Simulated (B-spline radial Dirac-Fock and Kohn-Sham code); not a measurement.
**Satellites and hypersatellites of the K lines of Kr⁵⁺**

System: Kr⁵⁺ in the configuration [Ar] 3d10 4s2 4p1.

The run's input, task.json:

```json
{"items": [{
  "Z": 36,
  "q": 5,
  "cfg": [[1, 0, 2], [2, 0, 2], [2, 1, 6], [3, 0, 2], [3, 1, 6], [3, 2, 10], [4, 0, 2], [4, 1, 1]],
  "A": 84,
  "rrms": 4.1884,
  "do": ["binding", "quiet", "double"]
}]}
```

Command: `python xray_run.py task.json out`

These are calculated numbers from a B-spline atomic structure program; the model is multi-electron Dirac-Fock with separately optimised hole states, Breit and Lamb-shift corrections added in first order. Each two-hole energy is an average over J within one jj subconfiguration, not an observable level; in light atoms, where LS coupling holds, the j-resolved values are not observed lines, and for a K spectator the Kα1 hypersatellite is nearly forbidden. No correlation.

Lines without a spectator: Kα2 (K-L2) 12595.7 eV, Kα1 (K-L3) 12648.6 eV, Kβ3 (K-M2) 14105.5 eV, Kβ1 (K-M3) 14113.5 eV. Shifts in eV with one spectator hole (a dash: not computed, or left out as unreliable):

| spectator hole | Kα2 | Kα1 | Kβ3 | Kβ1 |
| --- | --- | --- | --- | --- |
| K (1s) | +391.1 | +397.2 | +493.1 | +494.2 |
| L2 (2p1/2) | +39.5 | +48.7 | – | +106.9 |
| L3 (2p3/2) | +42.6 | +41.5 | +100.3 | – |
| M2 (3p1/2) | – | +4.38 | +10.32 | +12.94 |
| M3 (3p3/2) | +3.71 | – | +11.80 | +11.25 |
| M4 (3d3/2) | +0.15 | -1.34 | – | – |
| M5 (3d5/2) | -1.51 | -0.51 | – | – |

Run: 55 s of CPU time on 1 thread of Neoverse-N1 (shared host), peak memory 0.42 GiB.
